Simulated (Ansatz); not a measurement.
Species: CH$_{3}$Cd, charge 0, doublet. CH3Cd (parent SMILES [CH3][Cd], doublet).
B3LYP-D3(BJ)/def2-TZVP minimum from Ansatz (a quantum-chemistry and plane-wave program):
```
C
H 1 1.0863
H 1 1.0863 2 112.93
H 1 1.0863 2 112.93 3 -129.66
Cd 1 2.3260 2 105.74 4 -115.17
```
Charge 0, spin multiplicity 2.

Total energies in hartree (Ansatz). Open shells are spin-unrestricted; no spin-orbit coupling. Correlated methods leave the cores frozen (noble-gas shells, and filled d and f shells in the p block). Past Kr the def2 sets carry scalar-relativistic core potentials. Where a partner has so few electrons that a lower coupled-cluster level is exact, that level stands in. The UHF reference of CH3Cd (parent SMILES [CH3][Cd], doublet) is spin-contaminated (<S^2> up to 0.06 over the pure value in the sets run). The spin of CH3Cd (parent SMILES [CH3][Cd], doublet) was assumed, and the state is the lowest solution found for it.

```tsv
species	HF/def2-TZVPP	CCSD(T)/def2-TZVPP	HF/def2-QZVPP	CCSD(T)/def2-QZVPP	CCSD(T)/def2-SVP	CCSDT(Q)/def2-SVP
1: CH3Cd (parent SMILES [CH3][Cd], doublet)	-206.45995	-207.08650	-206.46386	-207.13714	-206.81760	-206.81844
2: Cd (singlet)	-166.88392	-167.31105	-166.88491	-167.34967	-167.12243	-167.12248
3: C (triplet)	-37.69248	-37.78103	-37.69363	-37.78651	-37.71541	-37.71574
4: H (doublet)	-0.49981	-0.49981	-0.49998	-0.49998	-0.49928	-0.49928
```

Task: Work out the atomisation energy (electronic, to ground-state atoms) in kcal/mol: take Hartree-Fock from def2-QZVPP, extrapolate the CCSD(T) correlation energy as X^-3 (X = 3, 4), and add CCSDT(Q) - CCSD(T) in def2-SVP. 1 hartree = 627.51 kcal/mol.

Result: 
Species 1: correlation (64·(-0.67328) - 27·(-0.62655))/37 = -0.70738; step -0.00084; E1 = -206.46386 + (-0.70738) + (-0.00084) = -207.17208
Species 2: correlation (64·(-0.46476) - 27·(-0.42713))/37 = -0.49222; step -0.00005; E2 = -166.88491 + (-0.49222) + (-0.00005) = -167.37718
Species 3: correlation (64·(-0.09288) - 27·(-0.08855))/37 = -0.09604; step -0.00033; E3 = -37.69363 + (-0.09604) + (-0.00033) = -37.79000
Species 4: correlation (64·(0.00000) - 27·(0.00000))/37 = 0.00000; step +0.00000; E4 = -0.49998 + (0.00000) + (+0.00000) = -0.49998
-1·E1 +1·E2 +1·E3 +3·E4 = 0.50496 hartree = 316.9 kcal/mol.
